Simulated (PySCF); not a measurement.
Zn(F)(OH) (FHOZn), SMILES [Zn]([OH])[F]. Heavy atoms are numbered as in [Zn:1]([F:2])[OH:3]. Hydrogens are named by the atom that carries them.

Geometry optimised at ωB97X-D3(BJ)/def2-TZVP. One conformer was computed; it need not be the lowest.

Calculation: PySCF with HF/pcSseg-2.

GIAO shieldings, no solvent; atoms alike by connectivity are averaged. δ = σ(ref) − σ: ¹⁹F against CFCl3 (σ = 237.3 ppm); ¹⁷O against H2O (σ = 326.0 ppm); ¹H against TMS (σ = 31.98 ppm), references at their B3LYP-D3(BJ)/def2-TZVP geometries, non-relativistic.

| nucleus | atoms | count | δ (ppm) |
|---|---|---|---|
| ¹⁹F | F2 | 1 | -251.8 |
| ¹⁷O | O3 (OH) | 1 | -58.1 |
| ¹H | H on O3 | 1 | 0.30 |
